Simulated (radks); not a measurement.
The numbers below are computed, except where a source is named.
Task: The bismuth ion Bi4+, configuration [Xe] 4f14 5d10 6s1. Code: a radial shooting solver on a logarithmic mesh with Libxc functionals. Model: scalar-relativistic Kohn-Sham, BLYP, spin-polarised, spherical densities, point nucleus; open shells are filled with parallel spins first (spin-orbit coupling, left out, can overturn this in heavy ions). Some entries of the table are withheld. Estimate them.

orbital  occ.  eigenvalue (eV)  <r^2> (bohr^2)
1s up       1        -90738.81       0.0003459
1s down     1        -90738.78       0.0003459
2s up       1        -16336.99        0.005240
2s down     1        -16336.97        0.005240
2p up       3        -13977.73        0.004485
2p down     3        -13977.71        0.004485
3s up       1        -3974.561         0.03368
3s down     1        -3974.539         0.03368
3p up       3        -3300.782         0.03501
3p down     3        -3300.760         0.03501
3d up       5        -2624.985         0.02901
3d down     5        -2624.966         0.02901
4s up       1        -943.6894          0.1603
4s down     1        -943.6542          0.1603
4p up       3        -722.9925          0.1841
4p down     3        -722.9532          0.1841
4d up       5        -471.0571          0.2059
4d down     5        -471.0117          0.2059
5s up       1        -198.7000          0.7714
5s down     1        -198.6135          0.7708
4f up       7        -193.6314          0.2320
4f down     7        -193.5817          0.2320
5p up       3        -136.6206           1.009
5p down     3        -136.4916           1.006
5d up       5         -67.3874           1.680
5d down     5         -67.0299           1.663
6s up       1         -51.4804             (1)
6s down     0         -50.5715             (2)

Result: 
(1) 6s up <r^2> (bohr^2): 4.253
(2) 6s down <r^2> (bohr^2): 4.283
